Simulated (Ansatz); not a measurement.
Geometry optimisation, RKS PBE/def2-SVP in Ansatz.

input.yaml

```yaml
crystal:
  periodic: [false, false, false]
  atoms:
    - { symbol: Ti, position_ang: [0.163577, 0.591455, -0.362849] }
    - { symbol: Cl, position_ang: [0.791915, -1.024713, 2.765663] }
    - { symbol: O, position_ang: [1.634214, -0.371897, -0.740603] }
    - { symbol: Si, position_ang: [2.672835, -1.651322, -1.058531] }
    - { symbol: H, position_ang: [1.936892, -2.72206, -1.817965] }
    - { symbol: H, position_ang: [3.825488, -1.16491, -1.893025] }
    - { symbol: H, position_ang: [3.195391, -2.225988, 0.228966] }
    - { symbol: O, position_ang: [-0.51583, 1.324118, -1.859848] }
    - { symbol: H, position_ang: [-1.459609, 1.379199, -2.09514] }
    - { symbol: O, position_ang: [-1.161106, -0.318486, 0.420408] }
    - { symbol: H, position_ang: [-0.948726, -0.846647, 1.22353] }
    - { symbol: "N", position_ang: [0.746706, 1.980823, 0.984759] }
    - { symbol: H, position_ang: [1.671548, 2.420651, 0.878529] }
    - { symbol: H, position_ang: [0.081361, 2.676004, 1.346076] }
    - { symbol: H, position_ang: [0.923343, 0.277075, 2.42863] }
basis:
  gaussian: { orbitals: def2-SVP }
hamiltonian:
  xc: pbe
relax:
  f_tol: 0.03
  max_steps: 50
output:
  orbitals: {}
```

Command:

```bash
$ ansatz run input.yaml --threads 4 --pin off --max-ram 5120MiB --backend cpu --events-out ev --progress --plain --runs-dir out
```

Task: Where does it end, and by what steps?

Result: The forces met the threshold. After 19 steps the energy has fallen by 0.719 eV; H15 moved furthest, 0.86 Å. Parted: Cl2–H15 (1.35 → 2.10 Å). Joined: Cl2–H11 (2.33 → 1.58 Å), N12–H15 (2.24 → 1.07 Å).

```json
{"step": "0", "energy less start (eV)": "0.0000", "largest force component (eV/Å)": "1.169", "accepted": "yes"}
{"step": "1", "energy less start (eV)": "-0.1680", "largest force component (eV/Å)": "0.461", "accepted": "yes"}
{"step": "2", "energy less start (eV)": "-0.2708", "largest force component (eV/Å)": "0.600", "accepted": "yes"}
{"step": "3", "energy less start (eV)": "-0.3357", "largest force component (eV/Å)": "0.464", "accepted": "yes"}
{"step": "4", "energy less start (eV)": "-0.4193", "largest force component (eV/Å)": "0.923", "accepted": "yes"}
{"step": "5", "energy less start (eV)": "-0.4808", "largest force component (eV/Å)": "1.144", "accepted": "yes"}
{"step": "6", "energy less start (eV)": "-0.5873", "largest force component (eV/Å)": "0.896", "accepted": "yes"}
{"step": "7", "energy less start (eV)": "-0.6326", "largest force component (eV/Å)": "1.091", "accepted": "yes"}
{"step": "8", "energy less start (eV)": "-0.4635", "largest force component (eV/Å)": "2.119", "accepted": "no"}
{"step": "9", "energy less start (eV)": "-0.6838", "largest force component (eV/Å)": "0.645", "accepted": "yes"}
{"step": "10", "energy less start (eV)": "-0.6907", "largest force component (eV/Å)": "0.694", "accepted": "yes"}
{"step": "11", "energy less start (eV)": "-0.6705", "largest force component (eV/Å)": "1.080", "accepted": "no"}
{"step": "12", "energy less start (eV)": "-0.7085", "largest force component (eV/Å)": "0.143", "accepted": "yes"}
{"step": "13", "energy less start (eV)": "-0.7103", "largest force component (eV/Å)": "0.100", "accepted": "yes"}
{"step": "14", "energy less start (eV)": "-0.7134", "largest force component (eV/Å)": "0.082", "accepted": "yes"}
{"step": "15", "energy less start (eV)": "-0.7152", "largest force component (eV/Å)": "0.110", "accepted": "yes"}
{"step": "16", "energy less start (eV)": "-0.7164", "largest force component (eV/Å)": "0.074", "accepted": "yes"}
{"step": "17", "energy less start (eV)": "-0.7175", "largest force component (eV/Å)": "0.097", "accepted": "yes"}
{"step": "18", "energy less start (eV)": "-0.7184", "largest force component (eV/Å)": "0.033", "accepted": "yes"}
{"step": "19", "energy less start (eV)": "-0.7186", "largest force component (eV/Å)": "0.028", "accepted": "yes"}
```

```xyz
15
Properties=species:S:1:pos:R:3
Ti 0.157 0.525 -0.569
Cl 0.441 -0.961 2.737
O 1.679 -0.260 -1.172
Si 2.642 -1.642 -1.049
H 1.960 -2.802 -1.720
H 3.953 -1.373 -1.737
H 2.896 -1.963 0.397
O -0.733 1.534 -1.776
H -1.694 1.539 -1.935
O -0.829 -0.523 0.329
H -0.394 -0.870 1.399
N 0.795 1.679 1.132
H 1.746 2.072 1.091
H 0.159 2.435 1.425
H 0.780 0.933 1.896
```

Whether the end is a true minimum wasn't checked by a vibrational analysis.

Time of the run: 64 s on 4 threads of Arm Neoverse V2 (shared host), peak memory 0.28 GiB.
